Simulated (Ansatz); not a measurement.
Basis sets compared for B₉N₉H₂₄, a nanocrystal cut from wurtzite BN (hydrogen-capped). Charge 0, multiplicity 1. Geometry PBE-D4/def2-SVP. Ansatz on 2 threads of AMD EPYC 7R13 on a shared host and a share (18 GiB) of an NVIDIA H100 80GB HBM3; times are rough, and most runs start from earlier orbitals.

```xyz
42

B    -2.3568    1.8815    0.8285
N    -2.9349    0.8031   -0.2256
N    -0.8252    1.5029    0.9803
B    -0.6466    0.0650    1.5900
B    -1.8495   -0.2302   -0.7444
N    -1.2387   -0.9667    0.5006
N     0.8782   -0.2840    1.7462
B     1.0806   -1.7250    2.3744
B    -0.1615   -2.0004    0.0140
N     0.4358   -2.7314    1.2883
B    -0.0540    1.6745   -0.3787
N    -0.6698    0.5798   -1.3909
N     1.4648    1.3093   -0.2028
B     1.6666   -0.1305    0.3948
B     0.4191   -0.4216   -1.9169
N     0.9835   -1.1542   -0.6479
B     2.2647    1.4905   -1.5591
N     1.5948    0.4211   -2.5669
H    -2.9466    1.7447    1.8994
H    -2.4807    3.0084    0.3507
H    -3.7185    0.2846    0.1916
H    -3.3520    1.2846   -1.0324
H    -0.4615    2.1912    1.6525
H    -1.2384   -0.0402    2.6601
H    -2.3675   -1.0115   -1.5392
H    -1.9970   -1.5007    0.9418
H     1.2907    0.3533    2.4401
H     0.4582   -1.8301    3.4303
H     2.2775   -1.9834    2.4929
H    -0.6313   -2.8323   -0.7591
H    -0.3014   -3.2992    1.7253
H     1.1361   -3.4190    0.9825
H    -0.1890    2.8095   -0.8258
H    -1.0501    1.0740   -2.2070
H     1.8939    1.9921    0.4356
H     2.8576   -0.3866    0.5442
H    -0.0340   -1.2086   -2.7450
H     1.7024   -1.8129   -0.9704
H     2.0988    2.6215   -2.0138
H     3.4508    1.2020   -1.4061
H     1.2408    0.8984   -3.4058
H     2.3103   -0.2237   -2.9264
```

Single mean-field runs in def2-TZVP are fitted with def2-universal-jkfit.

Binding counts from free atoms (B doublet, N quartet, H doublet) in the same basis, without a counterpoise term.

```
           level  functions  energy (Eh)  HOMO (eV)  LUMO (eV)  binding per atom (eV)  wall time
 PBE-D4/def2-SVP        372    -730.0750      -5.95      -0.21                   4.32      6.5 s
PBE0-D4/def2-SVP        372    -730.2028      -7.33       0.71                   4.26        7 s
```

Q: Estimate the rows for PBE-D4/def2-TZVP (with forces), PBE0-D4/def2-TZVP.

A: 
| level | functions | energy (Eh) | HOMO (eV) | LUMO (eV) | binding per atom (eV) | wall time |
| --- | --- | --- | --- | --- | --- | --- |
| PBE-D4/def2-TZVP (with forces) | 702 | -730.8457 | -6.12 | -0.88 | 4.26 | 17 s |
| PBE0-D4/def2-TZVP | 702 | -730.9609 | -7.44 | -0.08 | 4.20 | 14 s |
